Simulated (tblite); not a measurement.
Compound: C5H10F3OP.
Numbering: `[CH3:1][CH2:2][P@@H:3](=[O:4])[CH2:5][CH2:6][C:7]([F:8])([F:9])[F:10]` (hydrogens: H11, H12, H13 on C1; H14, H15 on C2; H16 on P3; H17, H18 on C5; H19, H20 on C6)

Computed with GFN2-xTB (tblite), gas phase: L-BFGS steps from a force-field or distance-geometry start until the largest atomic force falls under 0.01 eV/Å.

Geometry at step 1:
```
atom  x, y, z in Å
C1     -3.1024    0.7359    0.4207
C2     -2.0212   -0.1218   -0.2166
P3     -0.3694    0.2286    0.5041
O4     -0.3154   -0.1624    1.8862
C5      0.6696   -0.9133   -0.4966
C6      2.1291   -0.8764   -0.0748
C7      2.7587    0.4638   -0.3965
F8      2.1388    1.4782    0.2364
F9      4.0531    0.4974   -0.0382
F10     2.6913    0.7232   -1.7158
H11    -3.1514    0.5696    1.4948
H12    -4.0753    0.4964   -0.0108
H13    -2.8954    1.7934    0.2590
H14    -2.2300   -1.1831   -0.0292
H15    -1.9980    0.0442   -1.2866
H16    -0.0217    1.5710    0.1675
H17     0.2727   -1.9227   -0.3134
H18     0.5518   -0.6966   -1.5493
H19     2.2240   -1.0595    0.9972
H20     2.6859   -1.6552   -0.6005
```

Question: Give the atomic forces at this geometry.

Answer: 
```
atom  Fx (eV/Å)  Fy (eV/Å)  Fz (eV/Å)
  C1     -0.091      0.091      0.027
  C2     -0.140      0.157     -0.039
  P3     -0.416      0.044     -1.592
  O4      0.352      0.069      2.024
  C5      0.124      0.044     -0.106
  C6      0.014     -0.194     -0.031
  C7     -0.082     -0.366      0.098
  F8      0.437     -0.128     -0.132
  F9     -0.221      0.171     -0.170
 F10      0.138      0.166      0.225
 H11      0.075     -0.062      0.001
 H12      0.051      0.062      0.048
 H13     -0.022     -0.015     -0.030
 H14      0.133      0.132      0.011
 H15     -0.036      0.011     -0.275
 H16     -0.511     -0.663      0.178
 H17      0.003      0.236      0.082
 H18      0.121      0.046     -0.348
 H19     -0.075      0.128      0.071
 H20      0.147      0.070     -0.040
```

The largest, 2.06 eV/Å, acts on O4; the rms over all components is 0.382 eV/Å. The forces sum to zero within rounding, as they must for an isolated molecule in no field.

Question: Give the force on O4 in Eh/bohr and in nN.

Answer: 2.056 eV/Å ÷ 51.422 = 0.03997 Eh/bohr, and 2.056 eV/Å × 1.602 = 3.29 nN.

Question: How far is this geometry from the end of the optimisation?

Answer: 0.216 eV above it, and 0.261 Å rms away after alignment. The bonds farthest from their final lengths, with half the difference of the two atoms' forces along the bond (positive lengthens):

| bond | now (Å) | final (Å) | force along bond (eV/Å) |
| --- | --- | --- | --- |
| P3–H16 | 1.427 | 1.390 | -0.55 |
| P3=O4 | 1.437 | 1.463 | +1.75 |
| P3–C5 | 1.840 | 1.850 | -0.25 |
| C5–H18 | 1.081 | 1.090 | +0.12 |
| C2–H15 | 1.083 | 1.090 | +0.11 |
| C5–H17 | 1.100 | 1.094 | -0.05 |

The angle farthest from its final value is C2–P3–H16, 107.8° against 102.6°.

Of the 3 listed bonds off by 0.010 Å or more, this force points towards the final length in 2.
